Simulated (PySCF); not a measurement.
# Manganese: a sound run and one with changed settings

Sound run: Mn [Ar] 3d5 4s2, Mn⁺ [Ar] 3d5 4s1. All numbers are calculated (PySCF 2.14, the spin-free X2C one-electron Hamiltonian (Gaussian nucleus), in cc-pVTZ-DK (7s6p4d2f1g, 68 functions)). In the sound run the correlated levels freeze [Ar]. The sound run starts from symmetry-adapted Hartree-Fock orbitals and uses a fine grid where one is needed.

Changed run: all electrons correlated in a basis built for the valence shell.

| species | method | sound run (hartree) | changed run (hartree) | converged |
| --- | --- | --- | --- | --- |
| Mn | MP2 | -1157.50335 | -1157.87378 | yes |
| Mn⁺ | MP2 | -1157.24745 | -1157.61385 | yes |

Ionisation energy of Mn:

```csv
method,sound run (eV),changed run (eV)
UHF,6.022,6.022
MP2,6.963,7.073
SCS-MP2,7.172,7.178
```

A valence basis has no tight correlating functions, so it recovers only part of the core correlation, and not evenly between atom and ion.

For comparison, NIST gives 7.434 eV between the lowest levels.
